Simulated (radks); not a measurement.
Species: a nucleus of charge 9.4 with 9 electrons. Configuration: [He] 2s2 2p5.

Method: scalar-relativistic Kohn-Sham, r2SCAN, spin-polarised, spherical densities, finite nucleus; open shells are filled with parallel spins first; meta-GGA in the generalised Kohn-Sham scheme; Fermi nuclear charge, rms radius 2.8976 fm; computed with a radial shooting solver on a logarithmic mesh with Libxc functionals.

Energy parts (eV):
part                     energy
total                 -3012.984
kinetic                3011.689
electron-nucleus      -7181.911
Hartree                1454.857
exchange-correlation   -297.618

Orbitals (lengths in bohr, moments of r in powers of bohr; r(90%) holds 90 % of the orbital's charge):
orbital	occ.	eigenvalue (eV)	r(90%)
1s up	1	-743.1306	0.301
1s down	1	-742.0734	0.301
2s up	1	-42.2040	1.50
2s down	1	-39.8799	1.52
2p up	3	-20.3398	1.70
2p down	2	-17.9254	1.77

The highest occupied level is 2p down at -17.925 eV. The electron density at the nucleus is 533.5 e/bohr^3 (large components only). Summed over all electrons, <r^2> = 8.717 bohr^2, which gives a Langevin (diamagnetic) susceptibility term of -6.9 x 10^-6 cm^3/mol. Spin moment in Bohr magnetons: 1. The density falls to 0.001 e/bohr^3 at r = 2.87 bohr.
